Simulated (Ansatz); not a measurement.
`O[SiH](O)[O][GeH3]` + `F[SiH2]N[SiH](F)F` → `F[SiH](F)[NH][GeH3]` + `O[SiH](O)O[SiH2]F`  (redistribution)

Program: Ansatz. Geometries: PBE0-D4/def2-TZVP. ΔE: electronic, gas phase. CBS: MP2 limit from def2 TZ/QZ plus the TZ coupled-cluster correction, frozen cores. DFT in def2-TZVPP. For Ge outer-core shells are correlated without core-valence functions, which leaves a few kJ/mol of doubt a bond. Scalar relativity is left out up to krypton. One conformer a species, not always the lowest.

```json
{"level": "PBE0-D4", "ΔE (kJ/mol)": "-23.7"}
{"level": "PBE", "ΔE (kJ/mol)": "-20.3"}
```

What does CCSD(T)/CBS give? (Best estimate.)

The calculation gave: -27.0 kJ/mol. The listed levels differ from it by 3.3, 6.7 kJ/mol.

Largest T1 diagnostic among the species: 0.012.

From PBE to PBE0 (25 % exact exchange), in def2-TZVPP and without D4, ΔE moves by −3.1 kJ/mol. In def2-TZVPP, CCSD(T) changes the Hartree–Fock value by +4.7 kJ/mol (the triples alone add +1.5 kJ/mol) and MP2 by +4.4 kJ/mol.
